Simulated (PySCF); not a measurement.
Zn(k2OAc)2, SMILES CC1[O][Zn]2([O]C(C)=[O]->2)<-[O]=1 (C4H6O4Zn), GFN2-xTB optimised geometry.

```
15

Zn    -0.12    -0.28     0.00
C     -3.25     1.04    -1.61
C     -2.01     0.51    -0.96
O     -1.49     1.12     0.00
O     -1.48    -0.54    -1.39
H     -3.84     0.22    -2.01
H     -3.82     1.62    -0.89
H     -2.95     1.69    -2.43
C      3.01    -1.62     1.60
C      1.76    -1.09     0.96
O      1.84    -0.28     0.00
O      0.64    -1.44     1.38
H      2.83    -2.61     2.00
H      3.82    -1.62     0.88
H      3.28    -0.95     2.42
```

Density from CAM-B3LYP/def2-TZVP in PySCF at that geometry.

Minimum of the electron density along straight lines between bonded atoms, close to the bond critical point (lines longer than 1.1 times the sum of covalent radii, or with two minima, are not listed):

```
bond     length / Å  ρ at the minimum / e bohr⁻³  ∇²ρ there / e bohr⁻⁵  position (fraction from the first atom)
-------  ----------  ---------------------------  --------------------  ---------------------------------------
C2–C3         1.501                        0.266                 -0.73                                     0.47
Zn1–O4        1.959                        0.088                  0.45                                     0.49
C3–O4         1.254                        0.390                 -0.61                                     0.34
Zn1–O5        1.957                        0.088                  0.45                                     0.49
C3–O5         1.254                        0.390                 -0.61                                     0.34
C2–H6         1.085                        0.283                 -0.99                                     0.65
C2–H7         1.085                        0.283                 -0.99                                     0.65
C2–H8         1.088                        0.277                 -0.95                                     0.64
C9–C10        1.501                        0.266                 -0.73                                     0.47
Zn1–O11       1.958                        0.088                  0.45                                     0.49
C10–O11       1.254                        0.390                 -0.61                                     0.34
Zn1–O12       1.958                        0.088                  0.45                                     0.49
C10–O12       1.254                        0.390                 -0.61                                     0.34
C9–H13        1.085                        0.283                 -0.99                                     0.65
C9–H14        1.085                        0.283                 -0.99                                     0.65
C9–H15        1.088                        0.277                 -0.95                                     0.64
```
